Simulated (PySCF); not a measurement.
## Radial density of He (helium, neutral)

UHF, 1s2, closed-shell 1S. Computed with PySCF 2.14 in cc-pVTZ-DK, with the spin-free X2C one-electron Hamiltonian (Gaussian nucleus).

```
r (bohr)  4πr²ρ (e/bohr)
  0.0105        0.004566
  0.0176         0.01278
  0.0296         0.03510
  0.0498         0.09242
  0.0838          0.2270
   0.141          0.5156
   0.237           1.007
   0.399           1.568
   0.671           1.689
    1.13           1.044
    1.90          0.2724
    3.19         0.01788
    5.37       1.971e-05
```

Densities and radii are taken from the X2C orbitals without a picture-change correction, which distorts them close to the nucleus.
